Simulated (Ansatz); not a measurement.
A nudged elastic band was laid between two geometries of AlH5O2Si (9 atoms, charge 0, multiplicity 1).

Computed with Ansatz, RKS PBE0-D4/6-31G.

```json
{"movable images": "5", "climbing image": "yes", "spring": "5.0 eV/Å²", "optimiser": "quadratic models (default)", "start path": "through a guess of the saddle point", "force threshold": "0.05 eV/Å", "iteration limit": "60", "end points": "relaxed"}
```

First end point:

```xyz
9
Properties=species:S:1:pos:R:3
O -0.451 1.619 -1.072
Si 0.562 0.594 -0.107
O 1.664 -0.374 -1.032
Al -0.838 -0.863 1.326
H -1.166 1.293 -1.637
H 1.465 1.566 0.576
H 1.392 -1.117 -1.590
H -1.823 -1.919 0.602
H -0.806 -0.799 2.934
```

Last end point:

```xyz
9
Properties=species:S:1:pos:R:3
O -0.773 0.731 -0.242
Si 1.023 0.292 0.047
O 1.721 -0.205 -1.458
Al -1.003 -0.633 1.080
H -1.240 1.359 -0.809
H 1.688 1.633 0.211
H 1.614 -1.116 -1.769
H -1.551 -2.001 0.438
H -1.479 -0.059 2.501
```

Problem. What changes between the two ends?

Solution. Bonds formed: O1–Al4. The dihedral H5–O1–Si2–H6 goes from -179 to 47°.

Problem. What energy profile does the band end with?

Solution. The forces met the threshold. The highest image is number 3 of 0 to 6, 2.1 kcal/mol above the first end and 18.3 kcal/mol above the last; the last end lies 16.2 kcal/mol below the first. The dihedral H5–O1–Si2–H6 jumps by 131° between images 3 and 4, so the path isn't resolved there. A vibrational analysis at the climbing image gives one clearly imaginary mode, 181i cm⁻¹: a first-order saddle point. Limits of this set-up: no polarisation functions.

```csv
image,path coordinate (Å),energy (kcal/mol),O1–Al4 (Å),dihedral H5–O1–Si2–H6 (°)
0,0.00,0.0,3.47,-179
1,0.72,0.1,3.49,176
2,1.43,0.6,3.51,-172
3,2.15,2.1,3.51,-96
4,3.02,-3.0,3.05,35
5,3.90,-6.0,2.42,45
6,4.78,-16.2,1.91,47
```

Problem. What is the geometry of the highest image?

Solution. 
```xyz
9
Properties=species:S:1:pos:R:3:forces:R:3
O -0.350 1.502 -1.208 -0.01 0.00 0.02
Si 0.599 0.493 -0.161 0.01 -0.01 0.00
O 1.613 -0.467 -1.171 0.00 0.00 0.00
Al -0.844 -0.918 1.287 0.00 0.00 0.00
H -1.213 1.872 -0.980 0.00 0.01 -0.01
H 1.607 1.324 0.583 0.00 0.00 0.00
H 1.256 -1.048 -1.858 0.00 0.00 0.00
H -1.024 -2.489 0.979 0.00 0.00 0.00
H -1.644 -0.268 2.528 0.00 0.00 0.00
```

The band took 27 iterations and of the order of 6 core-minutes.

Run time: 5.6 min on 1 thread of Arm Neoverse V1, on a shared host, peak memory 0.12 GiB.
